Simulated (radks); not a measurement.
The numbers below are computed, except where a source is named.
Ionisation of Zr+, [Kr] 4d2 5s1, to Zr2+, [Kr] 4d2, under several functionals. Dirac Kohn-Sham, spin-unpolarised, spherical densities, point nucleus; open shells fill j = l - 1/2 first; a radial shooting solver on a logarithmic mesh with Libxc functionals.

B86b exchange with PBE correlation: E(Zr+) (hartree) -3599.22653; Exc (hartree) -114.46269; IE (eV) 12.946; -e(HOMO) (eV) 9.961; <r> HOMO (bohr) 3.424; IE error (eV) -0.184
OLYP: E(Zr+) (hartree) -3600.17816; Exc (hartree) -115.50476; IE (eV) 12.580; -e(HOMO) (eV) 9.505; <r> HOMO (bohr) 3.489; IE error (eV) -0.550
BP86: E(Zr+) (hartree) -3599.51641; Exc (hartree) -114.75355; IE (eV) 13.084; -e(HOMO) (eV) 10.136; <r> HOMO (bohr) 3.407; IE error (eV) -0.046
AM05: E(Zr+) (hartree) -3594.95085; Exc (hartree) -110.12581; IE (eV) 12.848; -e(HOMO) (eV) 9.892; <r> HOMO (bohr) 3.420; IE error (eV) -0.282
SOGGA: E(Zr+) (hartree) -3596.35576; Exc (hartree) -111.55007; IE (eV) 12.762; -e(HOMO) (eV) 9.828; <r> HOMO (bohr) 3.424; IE error (eV) -0.368

NIST Atomic Spectra Database: 13.130 eV (measured). Closest: BP86. The Delta-SCF values span 0.50 eV, the total energies 5.23 hartree. The highest occupied level is 5s1/2. Spin polarisation and multiplet splitting are left out, so open shells lie too high by an amount that depends on their filling.

Beside tabulated values, note that spin-unpolarised runs miss the spin-polarisation part of the exchange energy of open shells.
